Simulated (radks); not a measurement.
The numbers below are computed, except where a source is named.
Species: O III. Configuration: [He] 2s2 2p2. Level of theory: Dirac Kohn-Sham, BLYP, spin-unpolarised, spherical densities, point nucleus; open shells are shared between the two j in proportion to 2j + 1 (a radial shooting solver on a logarithmic mesh with Libxc functionals).

X-ray form factor f0, the Fourier transform of the density (f0(0) = 6):

sin(theta)/lambda (1/angstrom)  f0 (electrons)
0.05                                     5.907
0.1                                      5.641
0.15                                     5.241
0.2                                      4.761
0.25                                     4.253
0.3                                      3.760
0.4                                      2.921
0.5                                      2.331
0.6                                      1.953
0.8                                      1.570
1                                        1.379
1.25                                     1.189
1.5                                      1.005
2                                        0.681
